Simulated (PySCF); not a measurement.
CF3CH2CN, C3H2F3N.
SMILES with atom numbers: `[N:1]#[C:2][CH2:3][C:4]([F:5])([F:6])[F:7]` (hydrogens: H8, H9 on C3)

Cartesian coordinates in Å at the PBE0-D3(BJ)/def2-TZVP level; atoms count from 1:
```
atom  x, y, z in Å
N1     2.6428    0.1823   -0.0322
C2     1.5116    0.3766   -0.0481
C3     0.0849    0.6407   -0.0694
C4    -0.7482   -0.6227    0.0616
F5    -0.5106   -1.2509    1.2115
F6    -2.0444   -0.3024    0.0279
F7    -0.5100   -1.4754   -0.9330
H8    -0.1803    1.3062    0.7549
H9    -0.1876    1.1296   -1.0070
```

Computed with PySCF at wB97X-D/pcSseg-2, non-relativistic, on one gas-phase PBE0-D3(BJ)/def2-TZVP geometry that isn't relaxed in the solvent. The solvent is an IEF-PCM continuum (Bondi radii, 1.10 Å for H, scaled by 1.2). Specific hydrogen bonds and non-electrostatic terms are outside this model.

Gas phase at wB97X-D/pcSseg-2: HOMO -12.05 eV, LUMO 1.68 eV, dipole 3.34 D.

**Question.** What does the continuum do to the energy, the frontier levels and the dipole at wB97X-D/pcSseg-2 in chloroform?

**Answer.** 
```
   solvent      ε  E(solvent) − E(gas) (kcal/mol)  polarisation term (kcal/mol)  distortion of the solute (kcal/mol)  HOMO (eV)  LUMO (eV)  dipole (D)
chloroform  4.711                           -5.33                         -6.22                                 0.89     -12.00       1.94        4.09
```

The polarisation term is half the interaction of the solute with the surface charges that it induces; the rest is the cost of distorting the solute's density. The sum is the electrostatic part of solvation alone.

**Question.** Which radius a makes the point-dipole formula ΔE = −[(ε − 1)/(2ε + 1)]·μ²/a³ give the value in chloroform, with the gas-phase dipole?

**Answer.** μ = 1.315 au and |ΔE| = 0.00850 Eh give a = 2.21 Å; the farthest nucleus lies 2.64 Å from the centroid of the nuclei, so such a sphere wouldn't even hold the nuclei. The formula assumes a rigid point dipole at the centre of a sphere.

**Question.** Give the dipole vector in the frame of the coordinates (D, pointing from negative to positive charge), gas and chloroform.

**Answer.** Gas (-2.51, 2.19, -0.21), solvent (-3.12, 2.63, -0.26). Its length changes by +22 % and its direction by less than 1°.

The pairwise dispersion term of wB97X-D wasn't added to the energies; at a given geometry it leaves orbitals and properties as they are.
